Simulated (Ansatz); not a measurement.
Z-matrix (Å, degrees):
```
Si
C 1 1.790
O 1 1.634 2 51.9
F 1 1.584 2 121.7 3 102.6
H 1 1.469 2 127.6 3 -100.2
H 2 1.088 1 121.1 3 -98.1
H 2 1.087 1 123.7 3 97.4
```

Total charge 0; spin multiplicity 1.

(1) List the PBE/def2-TZVPP orbital energies in eV (the Gaussian-basis code of Ansatz). (Best estimate.)

Answers

(1) Ansatz gave: Occupied: -1780.98, -660.37, -510.52, -270.23, -138.62, -95.39, -95.37, -95.31, -30.11, -25.49, -16.22, -13.66, -11.79, -11.45, -10.95, -10.76, -10.42, -9.13, -7.09, -6.65. Lowest empty: -0.82, -0.34, 0.28, 1.26, 1.60, 2.14, 3.02, 3.74.
